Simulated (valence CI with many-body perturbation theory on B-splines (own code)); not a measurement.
The numbers below are computed, except where a source is named.
# From CI to CI+MBPT in Kr XVI

Method: valence CI with perturbative core correlation (CI+MBPT): three valence electrons over a frozen Dirac-Fock core [Ar], radial functions for each j: 9 s, 9 p, 10 d, 8 f, 5 g, 3 h, 1 i, with the one-electron correlation potential Σ1 (screened to all orders), the two-electron term Σ2, the three-electron term Σ3, Breit, model QED; selected single and double excitations, second order for the rest (own B-spline code, finite nucleus).

No measured spectrum was set against this ion. As an estimate, terms of the open shell hold to 2 to 4 % of their energy, and close levels can change places. Core correlation moves these levels by up to 4900 cm⁻¹, and in measured spectra 5 to 20 % of such shifts remained as error; rates that hang on mixing are uncertain with them. Only levels of the ground parity were solved; by the run's estimate the other parity begins above the list, which can be wrong where configurations are misplaced.

Each rung adds one term. CI alone is the Dirac-Coulomb CI over the frozen core; QED comes last and gives the full result, which names the levels. Energies are above 3d3 4F_3/2 on the same rung, in cm⁻¹.

Names give the largest LS component (configuration and term), which can be under half, so a name can repeat, a term be missing and a line seem to break the LS rules; names also repeat where a configuration has a term twice. Letters in brackets count levels of one name in rising energy.

```tsv
Level	CI alone	Σ1	Σ2	Σ3	Breit	QED	Full
3d3 4F_5/2	6039	+134	+192	+31	-508	+25	5913
3d3 4F_7/2	13016	+265	+334	+37	-1146	+48	12554
3d3 4F_9/2	20217	+376	+402	-2.5	-1807	+66	19251
3d3 4P_3/2	45905	+169	-3305	+312	-154	+9.0	42937
3d3 4P_1/2	47566	+247	-3340	+241	-443	+23	44293
3d3 2G_7/2	53059	+355	-956	-771	-1049	+41	50679
3d3 4P_5/2	56981	+436	-3023	-12	-997	+57	53442
3d3 2G_9/2	56159	+361	-941	-479	-1318	+42	53824
3d3 2D_3/2 [a]	65660	+426	-2557	-372	-654	+47	62551
3d3 2P_1/2	68585	+478	-3208	+1415	-921	+57	66406
3d3 2H_11/2	74980	+533	-931	-7.2	-2029	+64	72610
3d3 2H_9/2	75278	+629	-734	-281	-1832	+83	73143
3d3 2D_5/2 [a]	79820	+587	-2286	-1308	-1325	+72	75561
3d3 2P_3/2	84730	+736	-2370	+403	-1608	+103	81994
3d3 2F_7/2	112107	+600	-5127	+405	-1339	+55	106701
3d3 2F_5/2	113725	+601	-5189	+390	-844	+54	108737
3d3 2D_5/2 [b]	168863	+829	-5086	-106	-1004	+68	163565
3d3 2D_3/2 [b]	171166	+845	-5616	-123	-870	+68	165470
```

The middle columns are the shifts that each term adds.

**Question.** How does the ionisation energy move along the ladder, and which term matters most?

**Answer.** CI alone 533.63, + Σ1 536.11, + Σ2 540.49, + Σ3 540.50, + Breit 540.38, + QED 540.40 eV. The largest step is Σ2, 4.38 eV. NIST lists 540 ± 3 eV (theoretical).
